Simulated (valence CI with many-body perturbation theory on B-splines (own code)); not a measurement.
Tm XIX: magnetic and hyperfine properties of the levels

Computed by valence CI with perturbative core correlation (CI+MBPT): five valence electrons over a frozen Dirac-Fock core [Kr] 4d10, a basis of 7 s, 7 p, 7 d, 7 f, 4 g, 2 h functions for each j, with the one-electron correlation potential Σ1, the two-electron term Σ2, the three-electron term Σ3, Breit, model QED; selected CI, second order for the rest (own B-spline code, finite nucleus).

No measured levels were compared; by estimate terms of the open shell hold to a few per cent of their energy, and close levels can change places. Core correlation moves these levels by up to 3700 cm⁻¹, and in measured spectra 5 to 20 % of such shifts remained as error; rates that hang on mixing are uncertain with them. Among the levels kept, up to 1100 cm⁻¹ of a level comes from second order outside the variational space, and about a tenth of that is noise between levels of different J, which matters for small intervals. Only levels of the ground parity were solved; by the run's estimate the other parity begins above the list, which can be wrong where configurations are misplaced.

A/g_I is the dipole constant over the nuclear g factor μ/I (μ in nuclear magnetons, uniformly magnetised nucleus), B/Q the quadrupole constant per barn. Both hold the static response of the core; the bare values leave it out. Large factors of s and p1/2 electrons are usually good to 5 to 10 %; those of open d and f shells near neutrality can be off by tens of per cent, and small factors of p3/2, d and f electrons come from cancelling terms and can be off by a factor of two or in sign, in half-filled shells by more. B is blank for J = 1/2, where it vanishes, and for nearly pure S terms. Energies count from the lowest level.

Names give the largest LS component (configuration and term), which can be under half, so a name can repeat, a term be missing and a line seem to break the LS rules; names also repeat where a configuration has a term twice. Letters in brackets count levels of one name in rising energy.

```
           Level  E (cm⁻¹)       g  A/g_I (MHz)  A/g_I bare  B/Q (MHz/b)  B/Q bare
     4f5 6H°_5/2       0.0   0.329         3590        2720        -2150     -1820
     4f5 6H°_7/2      4415   0.838         2060        1900        -1820     -1550
     4f5 6H°_9/2      8994   1.069         1390        1560        -1850     -1580
    4f5 6H°_11/2     13490   1.193         1060        1410        -2100     -1810
     4f5 6F°_1/2     15413  -0.611         7400        5470                       
     4f5 6F°_3/2     15647   1.028         1850        2030         -251      -210
     4f5 6F°_5/2     16645   1.257         1030        1500         -329      -284
    4f5 6H°_13/2     17786   1.265          898        1350        -2510     -2180
     4f5 6F°_7/2     20266   1.367          546        1130          106      70.8
    4f5 6H°_15/2     21714   1.307          828        1350        -3040     -2640
     4f5 6F°_9/2     24774   1.415          362        1000          631       507
    4f5 6F°_11/2     29525   1.437          307         979         1250      1030
 4f5 4G°_5/2 [a]     34126   0.827         2350        2230        -1920     -1640
     4f5 4F°_3/2     38251   0.472         3290        2650         -163      -139
4f5 4M°_15/2 [a]     38454   0.906         1970        1930         1420      1170
     4f5 4I°_9/2     42211   0.760         2350        2100        -1350     -1130
 4f5 4G°_7/2 [a]     42326   1.061         1530        1710        -1760     -1510
4f5 4I°_11/2 [a]     42913   0.888         2000        1940         -797      -681
4f5 4L°_13/2 [a]     42966   0.948         1860        1880         -182      -176
    4f5 4M°_17/2     45904   0.996         1680        1760         2000      1670
     4f5 4P°_5/2     46828   1.360          801        1430        -1570     -1340
4f5 4M°_15/2 [b]     49367   1.046         1520        1670         -335      -306
     4f5 4G°_9/2     50283   1.150         1250        1550        -1330     -1160
     4f5 4F°_5/2     50708   1.015         1660        1770          109      83.9
    4f5 4M°_19/2     51172   1.070         1480        1670         2210      1850
     4f5 2P°_1/2     52503   0.347         4970        4450                       
     4f5 6P°_3/2     52838   1.988        -1820        -488          317       257
4f5 4L°_13/2 [b]     53262   0.938         1800        1790         -677      -567
    4f5 4L°_15/2     54183   1.036         1570        1710        -27.2     -35.3
    4f5 4M°_21/2     54652   1.122         1370        1640         2290      1910
4f5 4I°_11/2 [b]     54949   0.878         1950        1850        -1180      -980
4f5 4G°_11/2 [a]     56218   1.171         1190        1520        -29.9     -45.4
     4f5 4D°_7/2     57148   1.283          744        1200          235       178
    4f5 4K°_13/2     57795   0.989         1710        1790        -1140      -952
    4f5 4L°_17/2     57872   1.067         1500        1680        -47.6     -54.0
     4f5 4H°_7/2     58864   0.798         2130        1910         53.6      50.5
 4f5 4F°_9/2 [a]     59572   1.126         1310        1580          755       627
     4f5 4F°_7/2     60115   1.327          604        1120          910       752
     4f5 6P°_5/2     60903   1.528          113         933        -1420     -1200
     4f5 4D°_3/2     61119   1.412          354         990        -80.5     -58.2
```

Problem. Take the isotope of mass number 171, with I = 1/2, μ = -0.23 μN. What is the hyperfine structure of 4f5 6H°_5/2?

Solution. From the table A = -1650 MHz. Shifts from the centre of gravity in MHz: F = 2: 2890, F = 3: -2060.
